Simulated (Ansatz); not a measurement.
Ideal-gas functions of GaH$_{3}$N, SMILES `[NH2][GaH]` radical at 800 K and 1 bar, from an Ansatz frequency run at PBE0-D4/def2-TZVP.

Molar mass 86.75 g/mol, point group Cs (symmetry number 1), electronic degeneracy 2, moments of inertia 3.367, 48.605, 51.972 u Å². Harmonic wavenumbers (cm⁻¹, unscaled): 226, 482, 484, 682, 737, 1547, 1815, 3592, 3708.

Use S(trans) = R[1.5 ln M + 2.5 ln T − 1.1517]; rotational temperatures θ = 24.2544 K / I; S(rot) = R[ln(√π/σ · √(T³/θAθBθC)) + 1.5]; for each mode x = 1.438777 ν̃/T, S = R[x/(eˣ − 1) − ln(1 − e⁻ˣ)] and H = RT x/(eˣ − 1); 1 cm⁻¹ = 0.0119627 kJ/mol; R = 8.31446 J/(mol·K).

**Question.** By hand: the entropy, in J/(mol·K).

**Answer.** Translation 185.0. Rotation: θ = 7.2036, 0.499, 0.4667 K, giving 98.4. Vibration, mode by mode: 15.86, 9.76, 9.73, 7.12, 6.55, 2.06, 1.40, 0.10, 0.08, in all 52.7. Electronic 5.8. Sum 341.9 J/(mol·K).

**Question.** By hand: H − E and G − E in kJ/mol, counted from the electronic energy.

**Answer.** Zero-point energy ½ × 13273 × 0.0119627 = 79.4; thermal vibration 22.5; translation, rotation and pV give 4 RT = 26.6. H − E = 128.5 kJ/mol, and G − E = 128.5 − 800 × 341.9/1000 = -145.0 kJ/mol.

Vibration gives 15 % of the entropy.
